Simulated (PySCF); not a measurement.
# TlCl: one state, many levels of theory

State: singlet, closed shell. Set-up: PySCF, spin-free X2C with a Gaussian nucleus, basis sets Tl x2c-TZVPPall, Cl x2c-TZVPPall. De refers to Tl + Cl in their high-spin ground configurations, without counterpoise correction. A positive dipole means Tl(−)Cl(+).

```csv
Level,Re (Å),ωe (cm⁻¹),De (eV),μ (D),"CPU s a point (SCF and correlation, without the integrals)"
RHF,2.532,272,3.16,-5.01,2
RHF-MP2,2.496,290,4.44,n/a,3.2
RHF-SCS-MP2,2.514,283,4.30,n/a,n/a
RHF-CCSD,2.511,284,4.11,n/a,n/a
RHF-CCSD(T),2.508,286,4.23,n/a,30
PBE,2.512,278,n/a,-4.23,3.5
PBEsol,2.480,289,n/a,-4.00,2.5
r²SCAN,2.489,288,n/a,-4.27,4.9
r²SCANh,2.487,289,n/a,-4.33,7.6
PBE0,2.496,285,n/a,-4.41,9.8
MN15,2.480,288,n/a,-4.32,7.6
BHandHLYP,2.510,281,n/a,-4.69,5.1
ωB97M-V,2.490,288,n/a,-4.43,24
```

(1) What does the step from GGA to meta-GGA do here, going from PBE to r²SCAN?

(2) What does second-order correlation do here, going from RHF to RHF-MP2?

(3) What does the triples do here, going from RHF-CCSD to RHF-CCSD(T)?

Correlated steps freeze 39 core orbitals. Spin–orbit coupling is left out, which matters for elements this heavy, above all for dissociation energies. Where the molecule has an RHF reference, its open-shell atoms are computed with UHF.

The whole job (state search and all levels along the bond) took about 12 min on 2 threads of Arm Neoverse V1 (shared host), peak memory 6 GiB.

## Answers

(1) r²SCAN less PBE: -2.3 pm in Re, +3.6 % in ωe. 

(2) RHF-MP2 less RHF: -3.6 pm in Re, +6.6 % in ωe, +1.28 eV in De. Correlation nearly always deepens the well. The bond shortens, as is common for weak, ionic, metallic or heavy-atom bonds, where dispersion and the correlation of outer-core electrons can pull the atoms together.

(3) RHF-CCSD(T) less RHF-CCSD: -0.3 pm in Re, +0.7 % in ωe, +0.12 eV in De. Correlation nearly always deepens the well. The bond shortens, as is common for weak, ionic, metallic or heavy-atom bonds, where dispersion and the correlation of outer-core electrons can pull the atoms together.
